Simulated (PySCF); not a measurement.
## TDDFT excited states: C6H5OP

Species: C6H5OP.
SMILES: `O=CC1=CC=CC=P1`

Computed with TDDFT CAM-B3LYP/def2-SVPD, vertical, gas phase, core orbitals frozen in the response in PySCF 2.14.0, density-fitted response routines. Geometry: GFN2-xTB, one conformer, isolated molecule. Torsions of this conformer, `[O:1]=[CH:2][c:3]1[cH:4][cH:5][cH:6][cH:7][p:8]1`: O1–C2–C3–C4 0°.

Question: List the vertical singlet excitations with oscillator strengths and describe the spectrum.

Answer: 

```csv
state,E (eV),λ (nm),f,symmetry,"main configurations (H = HOMO, L = LUMO)"
S1,3.69,336.4,0.0004,–,"H-1→L (82%), H-1→L+4 (10%)"
S2,4.47,277.1,0.052,A′,"H→L (60%), H→L+1 (14%), H-2→L (14%)"
S3,4.75,261.2,0.0098,A″,H-3→L (93%)
S4,4.96,250.0,0.096,A′,"H-2→L (46%), H→L (27%), H→L+1 (24%)"
S5,5.48,226.3,0.0032,A″,"H-3→L+1 (47%), H-1→L+1 (44%)"
S6,5.66,219.1,0.0042,A″,"H-3→L+1 (46%), H-1→L+1 (38%)"
S7,5.74,216.0,0.492,A′,"H→L+1 (57%), H-2→L (34%)"
S8,6.10,203.2,0.175,A′,"H-2→L+1 (84%), H→L (9%)"
```

Triplets, Tamm–Dancoff:

```csv
state,E (eV),λ (nm),"main configurations (H = HOMO, L = LUMO)"
T1,3.05,406.5,"H→L (74%), H→L+1 (13%)"
T2,3.20,387.1,"H-1→L (78%), H-1→L+4 (13%)"
T3,3.89,318.3,H-2→L (84%)
```

The lowest singlet comes at 336 nm (356 kJ/mol) in the ultraviolet; it is dark (f under 0.0005); its leading configuration is HOMO-1→LUMO (82%). The strongest level in the table is S7 at 5.74 eV (216 nm, f = 0.492). Löwdin shares by element: HOMO carbon 47% or more, phosphorus 28% (atoms not listed hold the other 26%); LUMO carbon 27% or more, phosphorus 24%, oxygen 13% (atoms not listed hold the other 36%). The listed states span 2.42 eV, and the widest gap between neighbours is 0.79 eV (S1 to S2). Weighted by f, the mean energy of these states is 5.63 eV. The oscillator strengths of these states sum to 0.832; summed over the whole spectrum of an exact calculation they would give the number of electrons, 64 (Thomas–Reiche–Kuhn). No computed singlet lies in the visible range (380 to 750 nm); the lowest, at 336 nm, stands 0.42 eV above its violet end (3.26 eV); a Tamm–Dancoff triplet lies at 406 nm, without intensity as long as spin–orbit coupling is left out. Symmetry labels in Cs follow from the direction of the transition dipole and are given only for states with f of 0.002 or more. Only the lowest 8 singlets were computed, as vertical energies without vibronic structure.
